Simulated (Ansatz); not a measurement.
`[CH3][Y]([OH])[OH]` + `CNC` → `C[N](C)[Y]([OH])[OH]` + CH₄  (ligand exchange at a Y–C bond)

Calculated with Ansatz (gas phase, PBE0-D4/def2-TZVP geometries, no zero-point term in ΔE). CCSD(T)/CBS adds triple-zeta CCSD(T) − MP2 to the extrapolated MP2 energy (def2 sets, frozen cores). This one scheme is used for every species. Functionals use def2-TZVPP. B3LYP here is the variant with VWN-RPA as its local correlation; programs differ in this. def2 core potentials past Kr. For Y outer-core shells are correlated without core-valence functions, which leaves a few kJ/mol of doubt a bond. Each species was taken in one conformer, which may not be the lowest.

(1) Is it downhill or uphill in electronic energy at CCSD(T)/CBS, and by how much? (Best estimate.)

(2) What do these levels give: PBE0-D4, B3LYP-D4, CAM-B3LYP-D4, BLYP, B3LYP, CAM-B3LYP, RPA@PBE/def2-TZVPP, CCSD/def2-SVP, HF/def2-TZVPP, MP2/def2-TZVPP, HF/def2-QZVPP, HF/CBS(def2)? (Best estimate.)

Largest T1 diagnostic among the species: 0.014.

Results:

(1) Computed: Downhill: ΔE = -29.4 kcal/mol.

(2) Computed: PBE0-D4 -28.9, B3LYP-D4 -30.2, CAM-B3LYP-D4 -29.5, BLYP -29.3, B3LYP -28.8, CAM-B3LYP -28.6, RPA@PBE/def2-TZVPP -30.1, CCSD/def2-SVP -33.8, HF/def2-TZVPP -26.3, MP2/def2-TZVPP -31.5, HF/def2-QZVPP -26.3, HF/CBS(def2) -26.4 kcal/mol.

At CCSD(T), def2-SVP lies −5.4 kcal/mol from the extrapolated value and def2-TZVPP −0.7 kcal/mol. From r2SCAN to r2SCAN0 (25 % exact exchange), in def2-TZVPP and without D4, ΔE moves by +1.1 kcal/mol.
